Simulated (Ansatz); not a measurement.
Results of the Gaussian-basis code of Ansatz.

A structure relaxed at PBE0-D4/def2-TZVP, charge 0, multiplicity 1:

```xyz
11

C     1.215   -1.694   -0.208
S     1.355    0.019   -0.743
S    -0.479    0.354   -1.629
Si   -1.361    1.104    0.174
O    -0.624    2.458    0.727
H     1.065   -2.349   -1.065
H     2.164   -1.938    0.275
H     0.402   -1.813    0.508
H    -2.759    1.478   -0.138
H    -1.292    0.013    1.180
H     0.313    2.370    0.919
```

Give its formula and SMILES.

CH6OS2Si, `CSS[SiH2]O`.

Summarise the bond lengths by kind.

1 × C–S 1.800 Å; 3 × C–H 1.089 to 1.093 Å; 1 × S–S 2.064 Å; 1 × S–Si 2.142 Å; 1 × O–Si 1.638 Å; 2 × H–Si 1.481 to 1.485 Å; 1 × H–O 0.960 Å.
